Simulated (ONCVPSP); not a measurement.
**carbon: one change to an ONCV potential, before and after**

carbon (C), optimised norm-conserving Vanderbilt (ONCV), made with ONCVPSP 4.0.1 (PBE, scalar-relativistic). Core [He], reference 2s2 2p2. Waves: 2s: rc 1.20 bohr, ncon 4, nbas 8, qcut 6.5 1/bohr, 1 projector; 2p: rc 1.70 bohr, ncon 4, nbas 7, qcut 10 1/bohr, 2 projectors, debl 3.7 Ha. Local part: polynomial inside 0.85 bohr (lpopt 4, dvloc0 6 Ha). Core correction: none.

Change: local potential polynomial inside 0.85 bohr (lpopt 4, dvloc0 -0.5 Ha).

Cutoffs: the cutoffs (Ha) at which the residual kinetic energy of the hardest occupied pseudo-wave falls to 1 and 0.1 mHa per electron; they do not see the model core or the augmentation charge, which bear on the density cutoff. Errors are all-electron minus pseudo energies relative to the spin-unpolarised reference configuration.

**Question.** How do hardness, ghosts and transferability respond?

**Answer.** The potential gets neither clearly harder nor softer (23 Ha and 36 Ha → 23 Ha and 36 Ha); the errors of the 4 common tests hardly move; neither file shows a bound ghost.

```tsv
quantity	base	changed
cutoff, loose	23 Ha	23 Ha
cutoff, tight	36 Ha	36 Ha
bound ghosts	none	none
GHOST(+) flags under 300 eV	none	none
error for 2s2 2p1, meV [ΔE 10.86 eV]	+14	+14
error for 2s2 2p0, meV [ΔE 35.02 eV]	+158	+162
error for 2s1 2p0, meV [ΔE 83.21 eV]	+362	+367
error for 2s1 2p2, meV [ΔE 19.62 eV]	-7.4	-7.2
s: phases at 1.22 bohr within 0.05 rad from the reference energy up to (Ha; the scan ends near 5)	4.1	3.4
p: phases at 1.73 bohr within 0.05 rad from the reference energy up to (Ha; the scan ends near 5)	to the end of the scan	to the end of the scan
```
